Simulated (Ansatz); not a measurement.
Ga(py)F3 (C₅H₅F₃GaN), 15 atoms. Hardware: 4 threads of Arm Neoverse V2 on a shared host.

The 6-31G sets use Cartesian d functions. Correlated methods freeze 18 core orbitals; core or outer-core shells of Ga are correlated, in sets that lack core-valence functions.

(1) How many basis functions does each of these Ansatz runs have, and roughly what does it cost? r2SCAN-D4/def2-TZVP, charge 0 triplet at the geometry of the charge 0 singlet, energy, from earlier orbitals; PBE0-D4/def2-TZVP, charge 0 singlet, energy, from earlier orbitals; HF/6-31G, charge 0 singlet, energy; r2SCAN-D4/def2-TZVP, charge 0 singlet, energy and forces, from earlier orbitals; PBE-QIDH/def2-TZVP, charge 0 singlet, energy, from earlier orbitals; PBE-D4/def2-TZVP, charge 1 doublet, energy, from earlier orbitals; revPBE-D4/def2-TZVP, charge 0 singlet, energy, from earlier orbitals; CCSD(T)/def2-SVP, charge 0 singlet, energy, from earlier orbitals; B3LYP-D4/6-31G, charge 0 singlet, energy; PBE-D4/def2-TZVP, charge 1 doublet at the geometry of the charge 0 singlet, energy, from earlier orbitals; RPA@PBE/def2-SVP, charge 0 singlet, energy, from earlier orbitals; revPBE-D4/def2-TZVP, charge 1 doublet at the geometry of the charge 0 singlet, energy, from earlier orbitals.

Results:

(1) Other jobs shared the machine, so times can vary by a factor of up to 3. A dash marks memory too small to be measured apart from the calling script's.

| run | functions | fitting or Cholesky vectors | wall time | peak host memory (GiB) |
| --- | --- | --- | --- | --- |
| HF/6-31G, charge 0 singlet, energy | 120 | 1418 | 1.2 s | – |
| B3LYP-D4/6-31G, charge 0 singlet, energy | 120 | 1418 | 2.7 s | – |
| RPA@PBE/def2-SVP, charge 0 singlet, energy, from earlier orbitals | 183 | 1827 | 6 s | – |
| revPBE-D4/def2-TZVP, charge 0 singlet, energy, from earlier orbitals | 357 | 2111 | 6 s | – |
| PBE0-D4/def2-TZVP, charge 0 singlet, energy, from earlier orbitals | 357 | 2156 | 11 s | 1.7 |
| r2SCAN-D4/def2-TZVP, charge 0 singlet, energy and forces, from earlier orbitals | 357 | 2111 | 13 s | 0.74 |
| PBE-QIDH/def2-TZVP, charge 0 singlet, energy, from earlier orbitals | 357 | 2388 | 20 s | 1.6 |
| r2SCAN-D4/def2-TZVP, charge 0 triplet at the geometry of the charge 0 singlet, energy, from earlier orbitals | 357 | 2111 | 32 s | 0.95 |
| PBE-D4/def2-TZVP, charge 1 doublet, energy, from earlier orbitals | 357 | 2111 | 35 s | 1.8 |
| revPBE-D4/def2-TZVP, charge 1 doublet at the geometry of the charge 0 singlet, energy, from earlier orbitals | 357 | 2111 | 38 s | 1.8 |
| PBE-D4/def2-TZVP, charge 1 doublet at the geometry of the charge 0 singlet, energy, from earlier orbitals | 357 | 2111 | 39 s | 1.8 |
| CCSD(T)/def2-SVP, charge 0 singlet, energy, from earlier orbitals | 183 | 1827 | 2.9 min | 2.8 |
